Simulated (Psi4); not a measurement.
F4Ti, charge -1, doublet, geometry from GFN2-xTB (such geometries of metal compounds can be far from the true shape) (the multiplicity is a formal guess) (a gas-phase anion, which may not be bound at this level); PBE/STO-3G (Psi4).

Input for Psi4:
```
memory 2 GB

molecule {
-1 2
Ti   -0.00000000   -0.00000000   -0.00000000
F     1.24118707    0.52094629   -1.19108730
F     1.05052930   -0.83865025    1.19317781
F    -1.25479205   -0.63428937   -1.11972909
F    -1.03692432    0.95199333    1.11763858
}

set {
  basis sto-3g
  reference uks
  dft_pruning_scheme robust
}

energy('pbe')
print_variables()
```

The log (banner, timings and long lists left out):

```
   => Loading Basis Set <=

    Name: STO-3G
    Role: ORBITAL
    Keyword: BASIS

         ---------------------------------------------------------
                                   SCF
               by Justin Turney, Rob Parrish, Andy Simmonett
                          and Daniel G. A. Smith
                              UKS Reference
         ---------------------------------------------------------

  ==> Geometry <==

    Molecular point group: c1
    Full point group: C1

    Geometry (in Angstrom), charge = -1, multiplicity = 2:

       Center              X                  Y                   Z               Mass
    ------------   -----------------  -----------------  -----------------  -----------------
         TI           0.000000000000     0.000000000000     0.000000000000    47.947941980000
         F            1.241187070000     0.520946290000    -1.191087300000    18.998403162730
         F            1.050529300000    -0.838650250000     1.193177810000    18.998403162730
         F           -1.254792050000    -0.634289370000    -1.119729090000    18.998403162730
         F           -1.036924320000     0.951993330000     1.117638580000    18.998403162730

  Running in c1 symmetry.

  Rotational constants: A =      0.11722  B =      0.11722  C =      0.08288 [cm^-1]
  Rotational constants: A =   3514.21806  B =   3514.21804  C =   2484.73822 [MHz]
  Nuclear repulsion =  321.693640375105701

  Charge       = -1
  Multiplicity = 2
  Electrons    = 59
  Nalpha       = 30
  Nbeta        = 29

  ==> Algorithm <==

  SCF Algorithm Type is DF.
  DIIS enabled.
  MOM disabled.
  Fractional occupation disabled.
  Guess Type is SAD.
  Energy threshold   = 1.00e-06
  Density threshold  = 1.00e-06
  Integral threshold = 1.00e-12

  ==> Primary Basis <==

  Basis Set: STO-3G
    Blend: STO-3G
    Number of shells: 20
    Number of basis functions: 38
    Number of Cartesian functions: 39
    Spherical Harmonics?: true
    Max angular momentum: 2

  ==> DFT Potential <==

   => LibXC <=

    Version 7.1.2
    S. Lehtola, C. Steigemann, M. J. T. Oliveira, and M. A. L. Marques,  SoftwareX 7, 1–5 (2018) (10.1016/j.softx.2017.11.002)

   => Composite Functional: PBE <=

    PBE GGA Exchange-Correlation Functional

    J.P. Perdew et. al., Phys. Rev. Lett., 77(18), 3865-3868, 1996

    Deriv               =              1
    GGA                 =           TRUE
    Meta                =          FALSE

    Exchange Hybrid     =          FALSE
[...]
      Ntotal   =   59.0002178870 ; deviation = 2.179e-04

   @Spin Contamination Metric:   2.189515105E-03
   @S^2 Expected:                7.500000000E-01
   @S^2 Observed:                7.521895151E-01
   @S   Expected:                5.000000000E-01
   @S   Observed:                5.000000000E-01

    Orbital Energies [Eh]
    ---------------------

    Alpha Occupied:

[...]
    Alpha Virtual:

[...]
    Beta Occupied:

[...]
    Beta Virtual:

[...]
    Final Occupation by Irrep:
              A
    DOCC [    29 ]
    SOCC [     1 ]
    NA   [    30 ]
    NB   [    29 ]

  @DF-UKS Final Energy: -1233.89252283987616

   => Energetics <=

    Nuclear Repulsion Energy =            321.6936403751057014
    One-Electron Energy =               -2364.7307331807169248
    Two-Electron Energy =                 893.0093129085300916
    DFT Exchange-Correlation Energy =     -83.8647429427949476
    Empirical Dispersion Energy =           0.0000000000000000
    VV10 Nonlocal Energy =                  0.0000000000000000
    Total Energy =                      -1233.8925228398761647

  UHF NO Occupations:
  HONO-2 :   28  A 1.9998396
  HONO-1 :   29  A 1.9993664
  HONO-0 :   30  A 1.0000000
  LUNO+0 :   31  A 0.0006336
  LUNO+1 :   32  A 0.0001604
  LUNO+2 :   33  A 0.0001604
  LUNO+3 :   34  A 0.0000999

Computation Completed

Properties will be evaluated at   0.000000,   0.000000,   0.000000 [a0]

Properties computed using the SCF density matrix

 Multipole Moments:

 ------------------------------------------------------------------------------------
     Multipole            Electronic (a.u.)      Nuclear  (a.u.)        Total (a.u.)
 ------------------------------------------------------------------------------------

 L = 1.  Multiply by 2.5417464519 to convert [e a0] to [Debye]
 Dipole X            :         -0.0000000           -0.0000000           -0.0000000
 Dipole Y            :         -0.0000000           -0.0000000           -0.0000000
 Dipole Z            :         -0.0000000            0.0000000           -0.0000000
 Magnitude           :                                                    0.0000000

 ------------------------------------------------------------------------------------

  Variable Map:
  ----------------------------------------------------------------------------
[...]
  Array Variable Map:
  ----------------------------------------------------------------------------
[...]
[...]
```
